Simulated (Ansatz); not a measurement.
Program: Ansatz. Geometries: PBE0-D4/def2-TZVP. ΔE: electronic, gas phase. CBS: MP2 limit from def2 TZ/QZ plus the TZ coupled-cluster correction, frozen cores. Functionals use def2-TZVPP. B3LYP here is the variant with VWN-RPA as its local correlation; programs differ in this. For Br, Se outer-core shells are correlated without core-valence functions, which leaves a few kJ/mol of doubt a bond. Scalar relativity is left out up to krypton. One conformer a species, not always the lowest.

`N=C[SiH2]CBr` + `FC(F)(F)[SeH]` → `N=C[SiH2][SeH]` + `FC(F)(F)CBr`  (formal exchange of groups at the Si–C bond)

CCSD(T)/CBS gives -1.09 eV.

**Question.** Another level gave -1.04 eV. Which?
A. PBE-D4/def2-TZVPP
B. CCSD/def2-TZVPP
C. B3LYP/def2-TZVPP
D. HF/def2-TZVPP

**Answer.** C. B3LYP -1.04, PBE-D4 -0.99, CCSD/def2-TZVPP -1.11, HF/def2-TZVPP -1.25 eV.

Largest T1 diagnostic among the species: 0.011.

In def2-TZVPP, CCSD(T) changes the Hartree–Fock value by +0.18 eV (the triples alone add +0.03 eV) and MP2 by +0.16 eV. The D4 term adds +0.03 eV with B3LYP and +0.02 eV with PBE0; it sums over pairs of atoms, weighted by their polarisabilities, and B3LYP, whose exchange is more repulsive, gets the larger term.
